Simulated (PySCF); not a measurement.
NMR data simulated for an unnamed compound:

1H NMR (400 MHz, computed): δ 3.23 (m, 2H), 2.09 (s, 3H), 2.09 (s, 3H), 1.11 (m, 2H).

13C{1H} NMR (computed): δ 151.6 (C), 126.1 (C), 30.9 (CH3), 25.4 (CH3), 0.1 (CH2).

How the numbers were obtained: GFN2-xTB structure, PBE0/pcSseg-1 with gauge-including orbitals, in PySCF 2.14 (single conformer, no solvent model, rapidly exchanging positions averaged, no relativistic terms).

Shifts are taken against calculated references (same method and geometry level): 1H and 13C against TMS.

Problem. Which of these does the molecule contain: a nitrile, a Si–H bond, a non-aromatic C=C double bond, a three-membered ring, a methoxy group, a tert-butyl group?

Solution. 
- A nitrile: no.
- A Si–H bond: yes (δH 3.23 (m)).
- A non-aromatic C=C double bond: yes.
- A three-membered ring: yes.
- A methoxy group: no.
- A tert-butyl group: no.

The data belong to SMILES CC(C)=C1C[SiH2]1, C5H10Si; they needn't prove each group on their own.

Carbon signals by region: 2 in the sp2 and nitrile region (100–160 ppm), 3 below 50 ppm.

Shifts are as computed. Against solution values, carbons near 30 ppm lie about +3 ppm off and those near 130 ppm about +5 ppm. Of 1309 compounds with measured shifts, 239 miss one by over three times the rms of a fit or turn the order of signals round; such compounds aren't used in these exercises. Multiplicities follow the n + 1 count of equivalent neighbours, as no J values were calculated; m marks all less simple cases, F and P coupling included.
